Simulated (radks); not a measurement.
Values are calculated unless marked as measured or tabulated.
Charge is removed step by step from the 5s up level of Rb, starting from [Kr] 5s(up 1, down 0). Code: a radial shooting solver on a logarithmic mesh with Libxc functionals. Model: scalar-relativistic Kohn-Sham, BLYP, spin-polarised, spherical densities, point nucleus.

removed (e)	E - E(0) (eV)	eigenvalue (eV)
0	0.000	-2.319
0.25	0.698	-3.274
0.5	1.640	-4.267
0.75	2.833	-5.281

The mean slope of the eigenvalue, de/dn, is 3.95 eV per electron.
